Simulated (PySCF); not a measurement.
# How methods differ on the ionisation energy of Tl⁶³⁺

Tl⁶³⁺ [Ar] (1S) → Tl⁶⁴⁺ [Ne] 3s2 3p5 (2P), as a difference of total energies. Calculation: PySCF 2.14, in an even-tempered Gaussian basis (17 s from 18 bohr⁻², ratio 2.5; 12 p from 24 bohr⁻², ratio 2.5; 4 d from 97 bohr⁻², ratio 2.7; 4 f from 150 bohr⁻², ratio 2.7); the spin-free X2C one-electron Hamiltonian (Gaussian nucleus). Correlated levels: outer shells: 1s2 frozen; virtual orbitals above 40 to 60 times the deepest correlated orbital energy dropped. The calculations carry no spin-orbit coupling.

```tsv
method	ionisation energy (eV)
UHF	7315.6
LDA	7315.5
PBE	7316.6
PBE0	7316.9
r2SCAN	7318.3
M06-2X	7317.9
revPBE	7316.6
MP2 (outer shells)	7316.7
SCS-MP2 (outer shells)	7316.6
```

A first-order spin-orbit estimate (lowest level to lowest level, LS coupling) adds -163.9 eV.

Breit and QED terms and the two-electron picture change are absent.

For comparison: 7146 ± 19 eV (theoretical estimate listed by NIST; NIST Atomic Spectra Database, ionization energies).
